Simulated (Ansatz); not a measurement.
`O[Si](O)(F)C[SiH2]Cl` + `CO[SiH](O)F` → `CO[SiH](F)O[SiH2]Cl` + `C[Si](O)(O)F`  (ligand exchange at the Si–C bond)

Gas-phase electronic energies from Ansatz, PBE0-D4/def2-TZVP geometries. CCSD(T)/CBS is the MP2 limit (def2-TZVPP, def2-QZVPP) plus CCSD(T) − MP2 in def2-TZVPP, frozen cores. This one scheme is used for every species. Functionals use def2-TZVPP. One conformer a species, not always the lowest.

CCSD(T)/CBS gives -24.5 kcal/mol.

Another level gave -24.3 kcal/mol. Which?
A. MP2/def2-TZVPP
B. PBE0/def2-TZVPP
C. SCS-MP2/def2-TZVPP
D. HF/def2-TZVPP

A. MP2/def2-TZVPP -24.3, SCS-MP2/def2-TZVPP -25.6, PBE0 -22.7, HF/def2-TZVPP -30.1 kcal/mol.

Largest T1 diagnostic among the species: 0.011.

The D4 term adds +0.9 kcal/mol with B3LYP and +0.4 kcal/mol with PBE0; it sums over pairs of atoms, weighted by their polarisabilities, and B3LYP, whose exchange is more repulsive, gets the larger term. From PBE to PBE0 (25 % exact exchange), in def2-TZVPP and without D4, ΔE moves by −1.0 kcal/mol. In def2-TZVPP, CCSD(T) changes the Hartree–Fock value by +5.7 kcal/mol (the triples alone add +0.9 kcal/mol) and MP2 by +5.8 kcal/mol.

B3LYP here is the variant with VWN-RPA as its local correlation; programs differ in this.
